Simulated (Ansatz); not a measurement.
Input file for CH₈GeOSi (`C[SiH2][O][GeH3]`):

```yaml
crystal:
  periodic: [false, false, false]
  atoms:
    - {symbol: C, position_ang: [0.578903, 1.922496, -1.001949]}
    - {symbol: Si, position_ang: [0.789529, 0.344320, -0.045035]}
    - {symbol: O, position_ang: [-0.668411, -0.388969, 0.096322]}
    - {symbol: Ge, position_ang: [-1.218720, -1.893609, 0.857274]}
    - {symbol: H, position_ang: [0.183764, 1.721115, -2.000211]}
    - {symbol: H, position_ang: [1.539734, 2.432908, -1.110909]}
    - {symbol: H, position_ang: [-0.110550, 2.597587, -0.489968]}
    - {symbol: H, position_ang: [1.349616, 0.628405, 1.309360]}
    - {symbol: H, position_ang: [1.749438, -0.562194, -0.741921]}
    - {symbol: H, position_ang: [-2.727854, -1.958971, 0.596970]}
    - {symbol: H, position_ang: [-0.907494, -1.824855, 2.362105]}
    - {symbol: H, position_ang: [-0.480756, -3.073435, 0.201863]}
basis:
  gaussian: {orbitals: def2-SVP}
correlation: {method: ccsd_t}
```

```sh
$ ansatz run in.yaml --threads 4 --pin off --events-out ev --progress --plain
```

Output of Ansatz, abridged:

```
Functional definition: HF
1167 factors; integrals over basis functions are off by at most 1.3e-3 eV
mean field evaluation 1: about -67516.4953 eV, gradient 3.8e1 eV
mean field evaluation 2: about -67516.4972 eV, gradient 3.8e1 eV
mean field evaluation 4: about -67519.8798 eV, gradient 3.8e0 eV
mean field evaluation 8: about -67519.9263 eV, gradient 9.7e-5 eV
mean field -67519.92632933 eV, -2481.3115259532 hartree, gradient 2.8e-6 eV, S^2 0.000000; 0 other end points of the search recorded, 0 dependent functions left out
16 core orbitals not correlated: weight in the atoms' cores, before any rotation towards them, 1.000 or more for the frozen orbitals, at most 0.000 for the correlated occupied ones
reference -67519.92632933 eV, -2481.3115259532 hartree; 18, 18 occupied and 84, 84 virtual orbitals, 1167 factors
second order -18.09332275 eV of doubles, -0.00000000 eV of singles
cycle   1  -18.62815433 eV  change   -5.3e-1 eV  update   1.1e-1
cycle   2  -19.22053220 eV  change   -5.9e-1 eV  update   3.1e-2
cycle   3  -19.33753566 eV  change   -1.2e-1 eV  update   1.5e-2
cycle   4  -19.32936321 eV  change    8.2e-3 eV  update   2.9e-3
cycle   5  -19.33009587 eV  change   -7.3e-4 eV  update   1.1e-3
cycle   6  -19.33000524 eV  change    9.1e-5 eV  update   2.7e-4
cycle   7  -19.32987494 eV  change    1.3e-4 eV  update   1.1e-4
cycle   8  -19.32988184 eV  change   -6.9e-6 eV  update   3.6e-5
perturbative correction -0.48451195 eV, -0.0178054857 hartree
Total energy: -67539.74072312 eV, -2482.0396914943 hartree
```

It took 2.7 s on 4 threads of a server CPU on a shared host, with 0.63 GiB of host memory at the peak.

MP2 recovers 91.3 % of the CCSD(T) correlation energy and the triples give 2.4 %; T1 = 0.0105.
